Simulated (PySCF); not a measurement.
## [Pb(BH4)]+ at several levels of theory

Computed with PySCF 2.14.0 (density fitting, no spin-orbit coupling) at the geometry relaxed with TPSS:

```xyz
6
[Pb(BH4)]+ (singlet)
Pb    0.0000    0.0000   -0.0340
B     0.0000    0.0000    2.3017
H     0.0000    0.0000    3.5031
H     1.1816    0.0000    1.8075
H    -0.5908    1.0233    1.8075
H    -0.5908   -1.0233    1.8075
```

```json
{"level": "TPSS", "basis": "Pb def2-SVP with ECP60, B def2-SVP, H def2-SVP", "state": "singlet", "HOMO (eV)": "-13.46", "gap (eV)": "4.57", "charge on Pb1 (e)": "0.94", "dipole about the centre of mass (D)": "0.91", "largest force component (eV/Å)": "0.01"}
{"level": "wB97X", "basis": "the same", "state": "singlet", "HOMO (eV)": "-16.79", "gap (eV)": "10.46", "charge on Pb1 (e)": "0.99", "dipole about the centre of mass (D)": "1.19", "largest force component (eV/Å)": "0.41"}
{"level": "PBE", "basis": "the same", "state": "singlet", "HOMO (eV)": "-13.30", "gap (eV)": "4.33", "charge on Pb1 (e)": "0.89", "dipole about the centre of mass (D)": "0.65", "largest force component (eV/Å)": "0.30"}
{"level": "r2SCAN", "basis": "the same", "state": "singlet", "HOMO (eV)": "-13.61", "gap (eV)": "4.85", "charge on Pb1 (e)": "0.95", "dipole about the centre of mass (D)": "0.80", "largest force component (eV/Å)": "0.26"}
{"level": "TPSS", "basis": "Pb def2-TZVP with ECP60, B def2-TZVP, H def2-TZVP", "state": "singlet", "HOMO (eV)": "-13.45", "gap (eV)": "4.60", "charge on Pb1 (e)": "0.96", "dipole about the centre of mass (D)": "0.87", "largest force component (eV/Å)": "0.32"}
{"level": "TPSS", "basis": "Pb x2c-SVPall, B x2c-SVPall, H x2c-SVPall", "state": "singlet", "HOMO (eV)": "-13.47", "gap (eV)": "4.54", "charge on Pb1 (e)": "0.98", "dipole about the centre of mass (D)": "0.90", "largest force component (eV/Å)": "0.48"}
```

Charges are Mulliken's, which hang on the basis. The relaxation used the grid (50, 194), these runs (75, 302) or, all-electron (x2c bases, spin-free X2C Hamiltonian), (99, 590).

(1) What does CAM-B3LYP with Pb def2-SVP with ECP60, B def2-SVP, H def2-SVP give here?

No frequency check is given that shows the relaxed geometry to be a minimum.

Results:

(1) state singlet, HOMO (eV) -15.83, gap (eV) 8.46, charge on Pb1 (e) 0.96, dipole about the centre of mass (D) 1.08, largest force component (eV/Å) 0.29. Time: 2.2 s on 2 threads of Arm Neoverse V1, on a shared host, from an already converged density.
